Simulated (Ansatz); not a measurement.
Molecule: C$_{3}$H$_{9}$OSi, net charge 0, doublet state. It need not be the lowest isomer of its formula. 
Geometry from a B3LYP-D3(BJ)/def2-TZVP (Ansatz, an electronic-structure program) optimisation:
```
Si
O 1 1.6641
H 2 0.9601 1 117.41
C 1 1.8495 2 109.95 3 -52.16
H 4 1.0853 1 123.47 2 134.83
H 4 1.0858 5 113.98 1 -178.40
C 1 1.8672 2 104.32 3 -171.91
H 7 1.0915 1 110.89 2 61.54
H 7 1.0919 8 108.13 1 -122.14
H 7 1.0926 8 108.01 9 -116.86
C 1 1.8722 2 111.20 3 68.42
H 11 1.0920 1 110.83 2 58.51
H 11 1.0926 12 107.90 1 122.44
H 11 1.0931 12 107.92 13 116.00
```
Charge 0, spin multiplicity 2.

Atomisation energy built up term by term with Ansatz (kcal/mol; UHF references for open shells; valence terms freeze the core; atomic spin-orbit terms are left out). Basis-set limits of correlation are two-point, X^-3; Hartree-Fock from the larger set.

```tsv
term	basis	kcal/mol
Hartree-Fock	cc-pV(Q+d)Z	964.57
CCSD correlation	CBS(cc-pV(T+d)Z,cc-pV(Q+d)Z)	292.34
(T)	CBS(cc-pV(T+d)Z,cc-pV(Q+d)Z)	15.90
core correlation	cc-pwCVTZ	3.84
scalar relativity (X2C)	cc-pVTZ-DK against cc-pVTZ	-1.58
sum: De		1275.1
```

(T) makes 1.2 % of the CCSD(T) atomisation energy; under 5 % is typical of single-reference molecules.
